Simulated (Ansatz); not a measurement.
`[F][Hf]([F])([F])[SH]` + `OCC(F)(F)F` → `FC(F)(F)C[O][Hf]([F])([F])[F]` + H₂S  (ligand exchange at the Hf–S bond)

Calculated with Ansatz (gas phase, PBE0-D4/def2-TZVP geometries, no zero-point term in ΔE). CCSD(T)/CBS adds triple-zeta CCSD(T) − MP2 to the extrapolated MP2 energy (def2 sets, frozen cores). This one scheme is used for every species. Functionals use def2-TZVPP. HSE06 is defined as in plane-wave codes. Elements past krypton have def2 core potentials. For Hf outer-core shells are correlated without core-valence functions, which leaves a few kJ/mol of doubt a bond. One conformer a species, not always the lowest.

`[F][Hf]([F])([F])[SH]`:

Cartesian coordinates in Å:
```
F 0.804 -1.770 1.231
Hf 0.268 -0.119 0.479
F -0.912 0.812 1.634
F 1.755 1.011 0.156
S -0.858 -0.622 -1.627
H -1.056 0.688 -1.874
```

`OCC(F)(F)F`:

Z-matrix (Å, degrees):
```
C
C 1 1.515
O 1 1.395 2 112.2
H 1 1.091 2 107.8 3 -118.5
H 1 1.097 2 107.1 3 124.9
F 2 1.345 1 110.7 3 -58.4
F 2 1.332 1 112.6 3 61.7
F 2 1.338 1 110.5 3 -177.5
H 3 0.962 1 108.8 2 63.6
```

`FC(F)(F)C[O][Hf]([F])([F])[F]`:

Cartesian coordinates in Å:
```
F 1.461 0.037 1.653
C 0.828 -1.056 1.216
F 1.559 -2.121 1.554
F -0.337 -1.129 1.867
C 0.628 -1.022 -0.287
O -0.125 0.072 -0.656
Hf -1.176 1.646 -0.926
F -2.827 1.510 0.011
F -0.232 3.184 -0.321
F -1.531 1.828 -2.788
H 0.134 -1.956 -0.573
H 1.619 -0.993 -0.750
```

H₂S:

```xyz
3

S     0.437    0.384    0.213
H     0.054   -0.859    0.540
H    -0.490    0.474   -0.752
```

(1) Is it downhill or uphill in electronic energy at CCSD(T)/CBS, and by how much? (Estimate.)

(2) What do these levels give: LDA (SPW92), PBE-D4, PBE0-D4, r2SCAN0-D4, ωB97M-V, PBE-QIDH, HSE06, CAM-B3LYP, MP2/def2-SVP, CCSD(T)/def2-SVP, SCS-MP2/def2-TZVPP, MP2/def2-QZVPP? (Best estimate.)

Largest T1 diagnostic among the species: 0.016.

Results:

(1) The calculation gave: Downhill: ΔE = -0.51 eV.

(2) The calculation gave: LDA (SPW92) -0.44, PBE-D4 -0.42, PBE0-D4 -0.43, r2SCAN0-D4 -0.46, ωB97M-V -0.51, PBE-QIDH -0.46, HSE06 -0.40, CAM-B3LYP -0.58, MP2/def2-SVP -0.77, CCSD(T)/def2-SVP -0.78, SCS-MP2/def2-TZVPP -0.57, MP2/def2-QZVPP -0.51 eV.

Leaving LDA and LC-ωPBE aside and taking each functional with its dispersion term where it has one, the values, not all of them listed here, spread over 0.18 eV, from CAM-B3LYP-D4 to PBE-D4. LDA lies −0.04 eV from PBE without D4. At CCSD(T), def2-SVP lies −0.28 eV from the extrapolated value and def2-TZVPP −0.04 eV.
